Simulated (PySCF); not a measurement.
Identify the compound

Molecular formula: C2H7N3OSi. Simulated spectra:

1H NMR (400 MHz, computed): δ 3.95 (s, 3H), 0.88 (br s, 4H).

13C{1H} NMR (computed): δ 126.0 (C), 52.4 (CH3).

PySCF 2.14.0 with density-fitted response routines calculation with GFN2-xTB structure and NMR shieldings at PBE0/pcSseg-1/GIAO; non-relativistic Hamiltonian, averaged over atoms made equivalent by symmetry, fast rotation or ring inversion, no solvent model, one conformer.

References, each an isolated molecule treated in the same way: 1H and 13C against TMS.

Q: Deduce the structure.

A: 
- The formula gives 2 degrees of unsaturation (no ring in the answer).
- 2 carbon signals for 2 carbons: no two carbons are equivalent.
- Carbon types of the structure: 1 × C, 1 × CH3, leaving 4 H on heteroatoms.
- δC 126.0: nitrile carbon; typical of a nitrile.
- δC 52.4: methyl carbon bonded to O; pulled downfield by the heteroatom.
- δH 3.95: hydrogen on a methyl carbon bonded to O; its carbon carries O, hence the downfield position.
- δH 0.88: hydrogen on a nitrogen bonded to Si; labile proton, position sensitive to the medium.

These data were computed for `CO[Si](N)(N)C#N`.

The shifts were computed for this structure.

Exchangeable OH/NH protons stand at their gas-phase positions; hydrogen bonding in a real sample shifts them, mostly to higher δ. Shifts are as computed. Against solution values, carbons near 30 ppm lie about +3 ppm off and those near 130 ppm about +5 ppm. Of 1211 compounds with measured shifts, 218 miss one by over three times the rms of a fit or turn the order of signals round; such compounds aren't used in these exercises.
